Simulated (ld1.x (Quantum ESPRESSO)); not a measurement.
**tungsten: one change to a PAW potential, before and after**

| Property | Result |
| --- | --- |
| Element | W |
| Generator | ld1.x (Quantum ESPRESSO) 7.5 |
| Type | PAW |
| Functional | LDA (PZ) |
| Relativity | scalar-relativistic |
| Frozen core | [Kr] 4d10 4f14 |
| Valence charge | 14 |
| Reference configuration | 5s2 5p6 5d3 6s0 6p0 (charge +3) |
| Partial waves | 5s (bound): rcut 1.35, rcutus 1.45 bohr; 6s (bound, empty): rcut 1.35, rcutus 1.45 bohr; 5p (bound): rcut 1.80, rcutus 2.05 bohr; 6p (bound, empty): rcut 1.80, rcutus 2.05 bohr; 5d (bound): rcut 1.95, rcutus 2.20 bohr; 5d channel at -2 Ry: rcut 1.95, rcutus 2.20 bohr |
| Local potential | all-electron potential smoothed inside 2.10 bohr (lloc = -1) |
| Core correction | Bessel-smoothed model core, default radius (core density twice the valence density) |
| Augmentation charge | BESSEL, radius 1.20 bohr |

Change: wave 5d channel at -2 Ry: rcut 1.95, rcutus 2.20 bohr becomes 5d channel at -2.18 Ry: rcut 1.95, rcutus 2.20 bohr.

Cutoffs: the cutoffs (Ry, on a coarse ladder) from which the occupation-weighted sum of valence levels, in a spherical-Bessel basis at the reference potential, stays within 10 and 1 mRy of its value at 400 Ry; they do not see the model core or the augmentation charge, which bear on the density cutoff. Errors are all-electron minus pseudo energies relative to the spin-unpolarised reference configuration.

How do hardness, ghosts and transferability respond?

The potential gets neither clearly harder nor softer (25 Ry and 45 Ry → 25 Ry and 45 Ry); of the 9 tests that both files solve, the error grows in 1 and shrinks in 2 by more than 15 % and 0.3 meV (median size 7.8 → 6.7 meV); neither file shows a bound ghost.

| quantity | base | changed |
| --- | --- | --- |
| cutoff, loose | 25 Ry | 25 Ry |
| cutoff, tight | 45 Ry | 45 Ry |
| bound ghosts | none | none |
| error for 5s2 5p6 5d4 6s2 6p0, meV [ΔE -50.86 eV] | -1.1 | -0.4 |
| error for 5s2 5p6 5d4 6s1 6p0, meV [ΔE -41.73 eV] | -3.9 | -3.2 |
| error for 5s2 5p6 5d4 6s0 6p0, meV [ΔE -25.70 eV] | -5.9 | -5.4 |
| error for 5s2 5p6 5d4.5 6s1.5 6p0, meV [ΔE -50.17 eV] | -7.8 | -6.7 |
| error for 5s2 5p5 5d4 6s2 6p0, meV [ΔE -1.70 eV] | -65 | -64 |
| error for 5s2 5p6 5d2 6s0 6p0, meV [ΔE 37.54 eV] | -29 | -28 |
| error for 5s2 5p6 5d4 6s0 6p1, meV [ΔE -36.18 eV] | +1.6 | +2.4 |
| error for 5s2 5p6 5d3 6s0 6p0 (spin-polarised), meV [ΔE -1.50 eV] | -13 | -13 |
| error for 5s2 5p6 5d4 6s2 6p0 (spin-polarised), meV [ΔE -52.80 eV] | -17 | -15 |
| s: phases at 2.40 bohr within 0.05 rad from the reference energy up to (Ry; the scan ends near 5) | to the end of the scan | to the end of the scan |
| p: phases at 2.40 bohr within 0.05 rad from the reference energy up to (Ry; the scan ends near 5) | -0.6 | -0.6 |
| d: phases at 2.40 bohr within 0.05 rad from the reference energy up to (Ry; the scan ends near 5) | 1.2 | 1.3 |
| lowest overlap eigenvalue by channel | s 0.26, p 0.10, d 0.94 | s 0.26, p 0.10, d 0.96 |
